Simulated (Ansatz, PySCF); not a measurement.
Cd(Cl)(OSiH3) (CdClH₃OSi), SMILES [O]([SiH3])[Cd][Cl]. Atoms are numbered in the order given.

```xyz
7

Cd     0.1279    -0.3880     0.0000
Cl    -0.2780    -2.6202     0.0000
O      0.5662     1.5184     0.0000
Si    -0.3005     2.9198     0.0000
H     -1.1884     3.0304    -1.2054
H      0.6391     4.0815     0.0000
H     -1.1884     3.0304     1.2054
```
Charge 0, spin multiplicity 1.

Coordinates come from a PBE0-D3(BJ)/def2-SVP optimisation. The def2 effective core potentials stand for the cores of Cd; spin–orbit coupling is left out. One conformer was computed; it need not be the lowest.

Vertical ionisation energy (IE) and electron affinity (EA) in eV. Rows of orbital energies are one-electron estimates. Where ΔSCF, EOM or ADC give a negative EA the extra electron is unbound and the value depends on the basis.

```
level                                                                        IE     EA
------------------------------------------------------------------------  -----  -----
−ε(HOMO), −ε(LUMO), HF/def2-TZVPD (PySCF)                                 11.84  -0.69
−ε(HOMO), −ε(LUMO), PBE/def2-TZVPD (PySCF)                                 6.95   3.11
ΔSCF, CAM-B3LYP/def2-SVPD (Ansatz), final states of multiplicity 2 and 2  10.57   0.59
ΔSCF, PBE/def2-SVPD (Ansatz), final states of multiplicity 2 and 2         9.76   0.72
```

Task: What vertical singlet–triplet gap does ΔSCF give with CAM-B3LYP/def2-SVPD (Ansatz, a program for electronic structure) and with PBE/def2-SVPD (Ansatz)? (Estimate from the structure and the level; the computed values follow.)

Result: 4.96 and 4.11 eV (triplet above singlet where positive).
